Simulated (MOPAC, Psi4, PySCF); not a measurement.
Conformational energy of C10H8N2, SMILES n1ccc(cc1)-c1ccncc1. Scanned: dihedral C2–C3–C4–C5; all other coordinates were relaxed at GFN2-xTB. Points at φ and −φ are mirror images.

Geometry of the scan point at 180° (Å):
```
20

C      2.4437    -1.4996     1.1132
C      1.1277    -1.3495     0.7107
C      0.6908    -0.1133     0.2270
C     -0.6985     0.1045    -0.2182
C     -1.1353     1.3408    -0.7019
C     -2.4500     1.4895    -1.1092
N     -3.3450     0.5181    -1.0721
C     -2.9442    -0.6557    -0.6167
C     -1.6548    -0.9140    -0.1839
C      1.6486     0.9037     0.1872
C      2.9394     0.6439     0.6148
N      3.3402    -0.5298     1.0703
H      2.8003    -2.4492     1.4906
H      0.4651    -2.1963     0.7810
H     -0.4740     2.1890    -0.7674
H     -2.8066     2.4392    -1.4864
H     -3.6982    -1.4319    -0.5981
H     -1.4166    -1.9028     0.1718
H      1.4106     1.8922    -0.1697
H      3.6948     1.4186     0.5910
```

Levels: B3LYP/def2-SVP // GFN2-xTB (Psi4); B3LYP-D3(BJ)/def2-SVP // GFN2-xTB (Psi4); PBE/def2-SVP // GFN2-xTB (Psi4); PBE-D3(BJ)/def2-SVP // GFN2-xTB (Psi4); PM6, restricted, heats of formation // GFN2-xTB (MOPAC); RKS-B3LYP/6-31G* = restricted B3LYP/6-31G*, spherical d, density fitting // GFN2-xTB in PySCF; RHF/STO-3G = PySCF 2.14.0 with restricted Hartree-Fock/STO-3G // GFN2-xTB; RKS-B3LYP/LANL2DZ = restricted B3LYP/LANL2DZ, density fitting // GFN2-xTB in PySCF 2.14.0.

Least-squares fit of E(φ) = a0 + Σ (a_n cos nφ + b_n sin nφ), n = 1 to 4, to the 12 scan points, in kJ/mol above the lowest point of each profile (levels whose profile four harmonics don't fit are not listed):

| method | a0 | a1 | b1 | a2 | b2 | a3 | b3 | a4 | b4 | rms of fit |
|---|---|---|---|---|---|---|---|---|---|---|
| B3LYP/def2-SVP | 3.58 | 0.00 | 0.00 | -3.59 | 0.00 | -0.01 | 0.00 | 3.01 | 0.00 | 0.28 |
| B3LYP-D3(BJ)/def2-SVP | 3.93 | 0.00 | 0.00 | -4.06 | 0.00 | -0.02 | 0.00 | 3.25 | 0.00 | 0.27 |
| PBE/def2-SVP | 3.97 | 0.00 | 0.00 | -4.41 | 0.00 | -0.02 | 0.00 | 3.02 | 0.00 | 0.24 |
| PBE-D3(BJ)/def2-SVP | 4.14 | 0.00 | 0.00 | -4.64 | 0.00 | -0.02 | 0.00 | 3.15 | 0.00 | 0.24 |
| PM6 | 2.57 | 0.00 | 0.00 | 3.85 | 0.00 | 0.01 | 0.00 | 2.08 | 0.00 | 0.42 |
| RKS-B3LYP/6-31G* | 3.93 | 0.00 | 0.00 | -2.96 | 0.00 | -0.01 | 0.00 | 3.84 | 0.00 | 0.53 |
| RHF/STO-3G | 3.89 | 0.00 | 0.00 | -3.25 | 0.00 | -0.01 | 0.00 | 3.56 | 0.00 | 0.48 |
| RKS-B3LYP/LANL2DZ | 4.69 | 0.00 | 0.00 | -5.46 | 0.00 | -0.02 | 0.00 | 3.32 | 0.00 | 0.28 |
